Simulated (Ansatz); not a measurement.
`[SiH3]S[SiH2]Cl` + `[NH2][AlH][SiH2]S` → `[NH2][AlH][SiH2][SiH2]Cl` + `[SiH3]SS`  (redistribution)

Calculated with Ansatz (gas phase, PBE0-D4/def2-TZVP geometries, no zero-point term in ΔE). CCSD(T)/CBS is the MP2 limit (def2-TZVPP, def2-QZVPP) plus CCSD(T) − MP2 in def2-TZVPP, frozen cores. Functionals use def2-TZVPP. B3LYP here is the variant with VWN-RPA as its local correlation; programs differ in this. One conformer a species, not always the lowest.

**Question.** Is it downhill or uphill in electronic energy at CCSD(T)/CBS, and by how much? (Estimate.)

**Answer.** The calculation gave: Uphill: ΔE = +149.8 kJ/mol.

**Question.** What do these levels give: PBE-D4, ωB97X-V, ωB97M-V, PBE, PBE0, B3LYP, HF/def2-TZVPP, SCS-MP2/def2-TZVPP, CCSD/def2-TZVPP, HF/CBS(def2), MP2/CBS(def2), CCSD/CBS(def2)? (Best estimate.)

**Answer.** Computed: PBE-D4 130.7, ωB97X-V 146.3, ωB97M-V 150.6, PBE 131.4, PBE0 140.9, B3LYP 140.7, HF/def2-TZVPP 160.8, SCS-MP2/def2-TZVPP 158.4, CCSD/def2-TZVPP 151.7, HF/CBS(def2) 161.2, MP2/CBS(def2) 162.6, CCSD/CBS(def2) 151.6 kJ/mol.

Largest T1 diagnostic among the species: 0.013.

From PBE to PBE0 (25 % exact exchange), in def2-TZVPP and without D4, ΔE moves by +9.5 kJ/mol.
